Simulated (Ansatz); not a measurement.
One change: `F/C=C/[SiH3]` becomes `[SiH3]/C=C/Br`.

Ansatz, PBE0-D4/def2-TZVP geometries, multiplicity 1. 

Scalar relativity is left out up to krypton.

```
                                          property  `F/C=C/[SiH3]`
               LUMO energy (B3LYP/def2-TZVPP) / eV           -0.54
                 HOMO energy (PBE/def2-TZVPP) / eV           -6.65
size of the dipole moment (ωB97M-V/def2-TZVPP) / D            0.63
                LUMO energy (PBE0/def2-TZVPP) / eV           -0.30
  size of the dipole moment (B3LYP/def2-TZVPP) / D            0.66
             HOMO energy (ωB97M-V/def2-TZVPP) / eV          -10.09
```

(1) What does the change do to each property? (Best estimate.)

Results:

(1) The calculation gave: 
| property | `[SiH3]/C=C/Br` | shift |
| --- | --- | --- |
| LUMO energy (B3LYP/def2-TZVPP) / eV | -1.03 | -0.49 |
| HOMO energy (PBE/def2-TZVPP) / eV | -6.43 | 0.22 |
| size of the dipole moment (ωB97M-V/def2-TZVPP) / D | 0.90 | 0.27 |
| LUMO energy (PBE0/def2-TZVPP) / eV | -0.84 | -0.54 |
| size of the dipole moment (B3LYP/def2-TZVPP) / D | 0.88 | 0.22 |
| HOMO energy (ωB97M-V/def2-TZVPP) / eV | -9.68 | 0.41 |

With PBE0 the HOMO rises by 0.32 eV and the LUMO falls by 0.54 eV, so the gap narrows by about 0.86 eV. PBE moves the HOMO by 0.22 eV and ωB97M-V by 0.41 eV. Dipoles are sizes alone; their direction can turn.

B3LYP here is the variant with VWN-RPA as its local correlation; programs differ in this.

Spin–orbit coupling is left out; it splits and shifts lone-pair levels of the heavy atoms by tenths of an eV.
